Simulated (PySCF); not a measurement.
Process, species as SMILES: N#P (N-P) + H+ → [NH+]#P
B3LYP-D3(BJ)/def2-TZVP geometries, fixed; electronic energies without zero-point terms; positive where energy is released.
Largest species:
```xyz
3

N      0.0000     0.0000    -0.9047
P      0.0000     0.0000     0.5502
H      0.0000     0.0000    -1.9194
```
Charge +1, spin multiplicity 1.

Basis-set convergence of the proton affinity at HF with PySCF. All functions are spherical. Density fitting with generated auxiliary sets. In sets without p functions on hydrogen, species with hydrogen take exact integrals. The proton sits at the site shown, which need not be the one that binds it best. No added dispersion term, no relativity. Functions are those of the species that has most. Reference: the value in aug-pcseg-3, 205.29 kcal/mol, itself unsure by roughly 0.33 kcal/mol (its mean distance from aug-cc-pV(Q+d)Z, cc-pV(5+d)Z, def2-QZVPPD).

| basis | functions | proton affinity (kcal/mol) |
|---|---|---|
| 6-31G | 24 | 202.21 |
| pcseg-0 | 24 | [?] |
| cc-pV(D+d)Z | 42 | [?] |
| 6-311G** | 50 | 204.51 |
| aug-pcseg-1 | 59 | [?] |
| aug-cc-pV(D+d)Z | 64 | [?] |
| def2-TZVPP | 87 | 205.15 |
| aug-cc-pV(T+d)Z | 124 | 204.56 |
| def2-QZVPPD | 172 | 204.94 |

Fill in the missing entries.


- pcseg-0, proton affinity (kcal/mol): 202.39
- cc-pV(D+d)Z, proton affinity (kcal/mol): 203.50
- aug-pcseg-1, proton affinity (kcal/mol): 199.35
- aug-cc-pV(D+d)Z, proton affinity (kcal/mol): 200.76
